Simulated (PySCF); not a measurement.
## `C1CC/C=C(\F)CCC1`, C$_{8}$H$_{13}$F

Molfile (atoms numbered from 1):
```
C8H13F
     RDKit          3D

 22 22  0  0  0  0  0  0  0  0999 V2000
   -0.5646    1.0263    1.8678 F   0  0  0  0  0  0  0  0  0  0  0  0
   -0.6491    1.2367    0.5364 C   0  0  0  0  0  0  0  0  0  0  0  0
    0.4685    1.3935   -0.1747 C   0  0  0  0  0  0  0  0  0  0  0  0
    1.7800    0.8938    0.3262 C   0  0  0  0  0  0  0  0  0  0  0  0
    1.8430   -0.6045   -0.0457 C   0  0  0  0  0  0  0  0  0  0  0  0
    0.6093   -1.4372    0.3504 C   0  0  0  0  0  0  0  0  0  0  0  0
   -0.6427   -1.3812   -0.5682 C   0  0  0  0  0  0  0  0  0  0  0  0
   -1.9236   -0.7452   -0.0022 C   0  0  0  0  0  0  0  0  0  0  0  0
   -1.9499    0.8018   -0.0212 C   0  0  0  0  0  0  0  0  0  0  0  0
    0.3430    1.5370   -1.2515 H   0  0  0  0  0  0  0  0  0  0  0  0
    1.8412    1.0073    1.4190 H   0  0  0  0  0  0  0  0  0  0  0  0
    2.6394    1.4269   -0.1094 H   0  0  0  0  0  0  0  0  0  0  0  0
    2.7374   -1.0455    0.4263 H   0  0  0  0  0  0  0  0  0  0  0  0
    2.0020   -0.6999   -1.1349 H   0  0  0  0  0  0  0  0  0  0  0  0
    0.3236   -1.1819    1.3842 H   0  0  0  0  0  0  0  0  0  0  0  0
    0.9398   -2.4870    0.3968 H   0  0  0  0  0  0  0  0  0  0  0  0
   -0.3831   -0.8837   -1.5193 H   0  0  0  0  0  0  0  0  0  0  0  0
   -0.9028   -2.4144   -0.8497 H   0  0  0  0  0  0  0  0  0  0  0  0
   -2.7950   -1.1152   -0.5670 H   0  0  0  0  0  0  0  0  0  0  0  0
   -2.0665   -1.0871    1.0366 H   0  0  0  0  0  0  0  0  0  0  0  0
   -2.8114    1.1825    0.5497 H   0  0  0  0  0  0  0  0  0  0  0  0
   -2.0368    1.1618   -1.0573 H   0  0  0  0  0  0  0  0  0  0  0  0
  1  2  1  0
  2  3  2  0
  3  4  1  0
  4  5  1  0
  5  6  1  0
  6  7  1  0
  7  8  1  0
  8  9  1  0
  9  2  1  0
  3 10  1  0
  4 11  1  0
  4 12  1  0
  5 13  1  0
  5 14  1  0
  6 15  1  0
  6 16  1  0
  7 17  1  0
  7 18  1  0
  8 19  1  0
  8 20  1  0
  9 21  1  0
  9 22  1  0
M  END
```

The calculation used quadratic response CAM-B3LYP/aug-cc-pVDZ first hyperpolarisability, Taylor convention, gas phase (PySCF 2.14.0). Geometry: PBE0-D3(BJ)/def2-SVP.

(1) Give β for the processes computed.

(2) Which lowest excitations, dipole and polarisabilities go with it?

Answers

(1) In 10⁻³⁰ esu, Taylor convention; the vector part is βᵢ = ⅓ Σⱼ (βᵢⱼⱼ + βⱼᵢⱼ + βⱼⱼᵢ); β∥ is 3/5 of the vector part along the dipole, the dipole points from − to +:
```
                   process  λ (nm)  β vector norm     β∥  β HRS  depolarisation ratio
           static β(0;0,0)       ∞           0.95  -0.25   0.38                  5.86
second harmonic β(−2ω;ω,ω)    1907           0.98  -0.25   0.39                  5.82
         Pockels β(−ω;ω,0)    1907           0.96  -0.25      –                     –
second harmonic β(−2ω;ω,ω)    1064           1.07  -0.28   0.43                  5.70
         Pockels β(−ω;ω,0)    1064           0.98  -0.26      –                     –
```

(2) S1 5.87 eV (f = 0.021); S2 6.34 eV (f = 0.167); S3 6.48 eV (f = 0.038); dipole 1.68 D; isotropic α 94.5 au static, 94.8 au at 1907 nm, 95.3 au at 1064 nm, 95.5 au at 953.5 nm, 97.8 au at 532 nm.
